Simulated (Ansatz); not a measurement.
Program: Ansatz. Geometries: PBE0-D4/def2-TZVP. ΔE: electronic, gas phase. CCSD(T)/CBS adds triple-zeta CCSD(T) − MP2 to the extrapolated MP2 energy (def2 sets, frozen cores). DFT in def2-TZVPP. B3LYP here is the variant with VWN-RPA as its local correlation; programs differ in this. Each species was taken in one conformer, which may not be the lowest.

`BNC(F)S` + `CCCO` → `BOCCC` + `NC(F)S`  (ligand exchange at a B–N bond)

(1) Is it downhill or uphill in electronic energy at CCSD(T)/CBS, and by how much? (Estimate.)

(2) What do these levels give: r2SCAN-D4, B3LYP-D4, ωB97M-V, B2PLYP, PBE, B3LYP, SCS-MP2/def2-TZVPP, CCSD(T)/def2-TZVPP, MP2/def2-QZVPP, SCS-MP2/def2-QZVPP, HF/CBS(def2), MP2/CBS(def2)? (Estimate.)

Largest T1 diagnostic among the species: 0.013.

## Answers

(1) Computed: Downhill: ΔE = -13.3 kJ/mol.

(2) The calculation gave: r2SCAN-D4 -16.1, B3LYP-D4 -16.7, ωB97M-V -14.1, B2PLYP -17.3, PBE -14.4, B3LYP -18.9, SCS-MP2/def2-TZVPP -14.7, CCSD(T)/def2-TZVPP -13.5, MP2/def2-QZVPP -12.9, SCS-MP2/def2-QZVPP -15.0, HF/CBS(def2) -25.4, MP2/CBS(def2) -12.6 kJ/mol.

In def2-TZVPP, CCSD(T) changes the Hartree–Fock value by +11.1 kJ/mol (the triples alone add +0.8 kJ/mol) and MP2 by +11.9 kJ/mol.
